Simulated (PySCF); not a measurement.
CH2InNO3. Atoms are numbered in the order given.

```xyz
8

In     0.0159    -0.5830     0.0000
N     -0.5827     1.3809     0.0000
C     -0.2400     2.5395     0.0000
O      0.0336     3.6823     0.0000
O      1.9505    -1.0462     0.0000
H      2.4957    -0.2454     0.0000
O     -1.4176    -1.9562     0.0000
H     -2.2885    -1.5316     0.0000
```

Geometry: B3LYP-D3(BJ)/def2-SVP. The structure was generated by enumeration; whether it is a known compound was not checked. The def2 effective core potentials stand for the cores of In; spin–orbit coupling is left out. The values are those of a single conformer.

Level of theory: PBE/def2-TZVP in PySCF.

Computed frontier levels, gap, dipole moment and polarisability:
| Property | Result |
|---|---|
| highest occupied level | -7.09 eV |
| lowest empty level | -3.32 eV |
| orbital gap | 3.77 eV |
| dipole moment | 0.137 e·Å |
| quadrupole, principal values (traceless, Buckingham form, about the centre of nuclear charge) | -21.59, 9.91, 11.69 D·Å |
| mean static polarisability | 63.3 bohr³ (9.39 Å³) |
| polarisability, principal values | 39.5, 60.1, 90.4 bohr³ |
